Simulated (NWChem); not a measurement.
Molecule: CH5AuO2; SMILES C[O][Au]<-[OH2]

```xyz
9

Au     0.0516    -0.1823     0.0000
O      0.5033     1.7093     0.0000
C     -0.5356     2.6313     0.0000
H     -1.1936     2.5744     0.8923
H     -0.0888     3.6448     0.0000
H     -1.1936     2.5744    -0.8923
O     -0.3189    -2.2987     0.0000
H      0.0694    -2.7302     0.7727
H      0.0694    -2.7302    -0.7727
```
Atoms are numbered in this order, from 1.

Results from NWChem. All runs use the structure optimised with PBE0/def2-SVP. No frequency run checked for a minimum. def2 effective core potentials on Au; no spin-orbit coupling. Level B3LYP/def2-SVP: energy and gradient on several grids; changes count from the extra-fine grid, which is no exact limit either.

### Question
Which is the coarsest grid (xcoarse; medium; coarse; fine; xfine) from which on the energy stays within 100 μHa and each gradient component within 200 μHa/bohr of xfine?

### Answer
medium.
| grid | size of the energy change (μHa) | largest change of a gradient component (μHa/bohr) | time, medium = 1 (rough) |
|---|---|---|---|
| xcoarse | 9000 | 7000 | about 1 |
| coarse | 60 | 1000 | about 1 |
| medium | 10 | 40 | about 1 |
| fine | < 10 | < 30 | about 1 |
| xfine | < 10 | < 30 | 2 |
